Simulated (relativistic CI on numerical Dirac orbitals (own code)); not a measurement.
## Level scheme of Hg LXXIV

Computed by Dirac-Coulomb-Breit CI, orbitals from a KLI potential per configuration, model QED (radiative potential, 1s self-energy scaled to tabulated hydrogen-like ionisation energies), unscaled Slater integrals (own radial code, finite nucleus).

Configurations in the expansion (outside the closed core 1s2): 2s2.2p3, 2s.2p4, 2p5, 2p4.3s, 2s2.2p2.3s, 2p4.3p, 2s2.2p2.3p, 2p4.3d, 2s2.2p2.3d, 2s.2p3.3s, 2s.2p3.3p, 2s.2p3.3d, 2s2.2p2.4s, 2s2.2p2.4p, 2s2.2p2.4d, 2s2.2p2.4f, 2s2.2p.3s2, 2s2.2p.3s.3p, 2s.2p3.4s, 2s2.2p2.5s, 2s2.2p.3s.3d, 2s.2p3.4p, 2s2.2p.3p2, 2s2.2p2.5p, 2s2.2p2.5d, 2s2.2p2.5f, 2s.2p3.4d, 2s2.2p2.5g, 2s.2p3.4f, 2s2.2p.3p.3d, 2s.2p2.3s2, 2s2.2p.3d2, 2s.2p2.3s.3p, 2s.2p2.3s.3d, 2s.2p2.3p2, 2s.2p2.3p.3d. Levels of other configurations are missing.

The lowest level is 2s2.2p3 2P°_3/2, with 49 % of that term; Hund's rules for 2s2.2p3 give 4S° with J = 3/2, of which the calculation keeps J, while another term leads.

```csv
No.,Configuration,Term,J,E (eV),%,Landé g,jj configuration (%)
1,2s2.2p3,2P°,3/2,0.0,49,1.302,2p3/2 (100)
2,2s2.2p3,4S°,3/2,2004.7,55,1.427,2p1/2 2p3/2^2 (100)
3,2s2.2p3,2D°,5/2,2027.9,100,1.154,2p1/2 2p3/2^2 (100)
4,2s2.2p3,2P°,1/2,2088.4,100,0.606,2p1/2 2p3/2^2 (100)
5,2s.2p4,4P,5/2,2399.3,69,1.431,2s 2p3/2^2 (100)
6,2s.2p4,2S,1/2,2518.9,65,1.973,2s 2p3/2^2 (100)
7,2s.2p4,2P,3/2,2520.3,53,1.162,2s 2p3/2^2 (100)
8,2s2.2p3,2P°,3/2,4098.6,50,1.282,2p3/2^3 (99)
9,2s.2p4,4P,3/2,4435.8,86,1.582,2s 2p1/2 2p3/2^3 (100)
10,2s.2p4,2D,5/2,4478.9,69,1.275,2s 2p1/2 2p3/2^3 (100)
11,2s.2p4,2P,1/2,4555.2,65,1.331,2s 2p1/2 2p3/2^3 (100)
12,2s.2p4,2D,3/2,4562.2,56,0.995,2s 2p1/2 2p3/2^3 (100)
13,2p5,2P°,3/2,4998.1,99,1.291,2p3/2^3 (99)
14,2s.2p4,4P,1/2,6581.4,41,1.884,2s 2p3/2^4 (100)
15,2p5,2P°,1/2,7036.9,100,0.606,2p1/2 2p3/2^4 (100)
16,2s2.2p2.3s,4P,1/2,10292.2,46,1.983,2p1/2^2 3s (100)
17,2s2.2p2.3p,2P°,1/2,10411.8,47,0.641,2p1/2^2 3p1/2 (100)
18,2s2.2p2.3p,2P°,3/2,11019.8,35,1.317,2p1/2^2 3p3/2 (100)
19,2s2.2p2.3d,2D,3/2,11117.8,43,0.780,2p1/2^2 3d3/2 (100)
20,2s2.2p2.3d,2D,5/2,11279.7,37,1.184,2p1/2^2 3d5/2 (100)
21,2s2.2p2.3s,4P,3/2,12316.5,88,1.646,2p1/2 2p3/2 3s (100)
22,2s2.2p2.3s,2P,1/2,12328.1,67,1.287,2p1/2 2p3/2 3s (100)
23,2s2.2p2.3s,2D,5/2,12336.3,65,1.296,2p1/2 2p3/2 3s (100)
24,2s2.2p2.3s,2D,3/2,12344.2,64,0.942,2p1/2 2p3/2 3s (100)
25,2s2.2p2.3p,4P°,1/2,12434.3,49,1.725,2p1/2 2p3/2 3p1/2 (100)
26,2s2.2p2.3p,4D°,3/2,12440.5,55,1.117,2p1/2 2p3/2 3p1/2 (100)
27,2s2.2p2.3p,2F°,5/2,12453.6,50,1.032,2p1/2 2p3/2 3p1/2 (100)
28,2s2.2p2.3p,2P°,3/2,12503.7,43,1.293,2p1/2 2p3/2 3p1/2 (99)
29,2s.2p3.3s,4P°,5/2,12665.3,49,1.576,2s 2p3/2 3s (99)
30,2s.2p3.3s,2P°,3/2,12698.6,35,1.409,2s 2p3/2 3s (99)
31,2s.2p3.3s,2P°,1/2,12773.9,43,0.823,2s 2p3/2 3s (99)
32,2s.2p3.3s,2P°,3/2,12785.0,39,1.365,2s 2p3/2 3s (99)
33,2s.2p3.3p,4P,3/2,12796.0,30,1.642,2s 2p3/2 3p1/2 (100)
34,2s.2p3.3p,2D,5/2,12796.3,26,1.313,2s 2p3/2 3p1/2 (100)
35,2s.2p3.3p,2P,1/2,12894.1,36,1.257,2s 2p3/2 3p1/2 (99)
36,2s.2p3.3p,2D,3/2,12895.4,36,0.956,2s 2p3/2 3p1/2 (100)
37,2s2.2p2.3p,4D°,5/2,13032.4,52,1.401,2p1/2 2p3/2 3p3/2 (100)
38,2s2.2p2.3p,2P°,1/2,13037.1,37,1.548,2p1/2 2p3/2 3p3/2 (99)
39,2s2.2p2.3p,2D°,3/2,13042.3,53,1.111,2p1/2 2p3/2 3p3/2 (100)
40,2s2.2p2.3p,2F°,7/2,13048.4,65,1.207,2p1/2 2p3/2 3p3/2 (100)
41,2s2.2p2.3p,4S°,3/2,13072.5,33,1.408,2p1/2 2p3/2 3p3/2 (99)
42,2s2.2p2.3p,2D°,5/2,13081.3,67,1.167,2p1/2 2p3/2 3p3/2 (100)
43,2s2.2p2.3p,2P°,1/2,13107.7,87,0.616,2p1/2 2p3/2 3p3/2 (100)
44,2s2.2p2.3d,4F,3/2,13145.9,43,0.917,2p1/2 2p3/2 3d3/2 (100)
45,2s2.2p2.3d,4F,5/2,13146.9,52,0.948,2p1/2 2p3/2 3d3/2 (100)
```

Energies count from the lowest computed level; ° marks odd parity. Filled j subshells are mostly left out of the jj labels.

The mean weight of the leading LS term, summed over parents, in these 45 levels is 56 %, and that of the leading jj configuration (from the same eigenvectors) 100 %, so jj coupling describes them better and the LS labels are nominal.

At this charge energies of transitions that change n are usually good to better than 1 %, and those within a shell (Δn = 0) to a few per cent.

LS names give the leading component of a level, which can be under half, so a name can repeat, a term be missing and a line seem to break the LS rules.
